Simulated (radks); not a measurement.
Results of a calculation; reference values are marked as such.
Numerical settings for neutral fluorine, [He] 2s2 2p5. Code: a radial shooting solver on a logarithmic mesh with Libxc functionals. Model: scalar-relativistic Kohn-Sham, PBE, spin-polarised, spherical densities, point nucleus; open shells are filled with parallel spins first. The defaults (mesh step 0.008 in ln r, mesh end at 40 bohr or more with all orbitals vanishing there, Anderson mixing 0.5 over 9 steps, residual threshold near 1e-9 with the energy settled to 1e-9 hartree or 1e-11 of itself, here a cap of 74 iterations) give E = -99.7593 hartree and 2p at -10.225 eV in 14 iterations. Run on one thread of a shared host, so times are rough (Arm Neoverse N1): 0.12 s of CPU time, 0.12 s wall, 14 iterations on 2496 mesh points. Changes against that run (0 stands for a change within the tolerance of the run):

| setting | iterations | converged | E (mhartree) | e(2p) (meV) | CPU (s) |
|---|---|---|---|---|---|
| mesh step in ln r 0.05 | 14 | yes | 0 | 0 | 0.03 |
| mesh step in ln r 0.12 | 4 | no | diverged | - | 0.01 |
| mesh step in ln r 0.08 | 14 | yes | +0.00144 | 0 | 0.03 |
| mesh end (bohr) 400 | 14 | yes | 0 | 0 | 0.12 |
| mesh end (bohr) 5 | 14 | yes | +3.69 | +226 | 0.11 |
| residual threshold 1e-05 | 11 | yes | 0 | -0.0507 | 0.1 |
| residual threshold 0.001 | 10 | yes | 0 | -0.0997 | 0.09 |
| mixing 1.5 | 14 | yes | 0 | 0 | 0.12 |
| linear mixing, mixing 0.5 | 33 | yes | 0 | 0 | 0.21 |
| linear mixing, mixing 1 | 74 | no | +1.39e+04 | +1.04e+04 | 1 |
| mixing history 20 | 22 | yes | 0 | 0 | 0.18 |
| iteration cap 8 | 8 | no | 0 | +1.37 | 0.07 |

Settings that end as converged yet miss the energy by more than 1 mhartree: mesh end (bohr) 5 (+0.00369 hartree). A mesh that ends early acts as a hard wall.
